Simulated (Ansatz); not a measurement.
`C[Si](Cl)(Cl)[GeH3]` + H₂ → `Cl[SiH](Cl)[GeH3]` + CH₄ at 700 K and 1 bar (hydrogenolysis of the Si–C bond).

Gas-phase electronic energies from Ansatz, PBE0-D4/def2-TZVP geometries. CCSD(T)/CBS adds triple-zeta CCSD(T) − MP2 to the extrapolated MP2 energy (def2 sets, frozen cores). This one scheme is used for every species. For Ge outer-core shells are correlated without core-valence functions, which leaves a few kJ/mol of doubt a bond. Scalar relativity is left out up to krypton.

| species | CCSD(T)/CBS energy (Eh) | H − E (kJ/mol) | S (J/(mol·K)) |
| --- | --- | --- | --- |
| `C[Si](Cl)(Cl)[GeH3]` | -3326.53256 | 262.1 | 542.7 |
| H₂ | -1.17544 | 46.8 | 155.3 |
| `Cl[SiH](Cl)[GeH3]` | -3287.25008 | 167.3 | 476.6 |
| CH₄ | -40.46206 | 145.9 | 224.0 |

H − E and S are ideal-gas, rigid-rotor, harmonic terms from PBE0-D4/def2-TZVP. For small species the MP2-based limit differs from directly extrapolated CCSD(T) by up to some mEh (0.8 for H₂); such offsets cancel only in part. 1 Eh = 2625.50 kJ/mol, R = 8.31446 J/(mol·K).

Problem. By hand: ΔE, ΔH, ΔS and ΔG.

Solution. ΔE = (-3287.25008) + (-40.46206) − (-3326.53256) − (-1.17544) = -0.00414 Eh = -10.9 kJ/mol. Δ(H − E) = 167.3 + 145.9 − 262.1 − 46.8 = 4.3, so ΔH = -6.6 kJ/mol. ΔS = 476.6 + 224.0 − 542.7 − 155.3 = 2.6 J/(mol·K). ΔG = -6.6 − 700 × (2.6)/1000 = -8.4 kJ/mol.

Problem. By hand: the equilibrium constant, and the temperature at which ΔG would vanish if ΔH and ΔS stayed fixed.

Solution. log₁₀ K = −ΔG/(RT ln 10) = 0.6. ΔH and −TΔS have one sign here, so there is no such temperature. One of them is within its doubt of zero, so this could turn.

The number of gas molecules stays the same, so ΔS is small and ΔH decides. A doubt of 5 kJ/mol in ΔE shifts log₁₀ K by 0.4 here. These are equilibria of isolated gas molecules and say nothing of rates. Largest T1 diagnostic: 0.011 (customary marks: 0.02 for closed shells, 0.045 for open ones).
